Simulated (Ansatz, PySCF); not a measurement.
This singlet lies 0.67 eV below the relaxed triplet at the level frozen-core CCSD(T)/aug-cc-pVDZ // PBE0-D3(BJ)/def2-TZVPD (Ansatz, a first-principles code).

Cartesian coordinates (Å):
```xyz
8

C     -1.3079    -0.1436    -0.0937
Al     0.2382    -0.7616    -1.2821
C      1.6668     0.0764    -0.0621
O      2.4910    -0.3036     0.7560
H     -1.2200     0.9204     0.1686
H     -1.2872    -0.7059     0.8517
H     -2.2904    -0.2963    -0.5518
H      1.7095     1.2143    -0.2990
```
Charge -1, spin multiplicity 1.

Question: Give the total energy and HOMO at the level PBE0-D3(BJ)/def2-TZVPD in PySCF.

Answer: 
The total energy is -396.0329 Ha. The HOMO is -0.01 eV.
